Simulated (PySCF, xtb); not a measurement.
CHCl₂F₃Si, SMILES FC(F)(F)[SiH](Cl)Cl.

Harmonic wavenumbers (cm⁻¹) from xtb with GFN2-xTB at its own minimum, in rising order: 21, 87, 114, 140, 234, 250, 376, 463, 464, 508, 579, 601, 652, 671, 1027, 1034, 1128, 2334.

### Question
What does PySCF with PBE-D3(BJ)/def2-SVP give at its own minimum? (The exact figures need the calculation; the answer reports its results.)

### Answer
40, 95, 123, 165, 249, 267, 401, 509, 510, 534, 600, 718, 761, 780, 1108, 1126, 1185, 2229. Paired by order, the mean absolute difference is 52 cm⁻¹ and the zero-point energies are 15.3 and 16.3 kcal/mol.
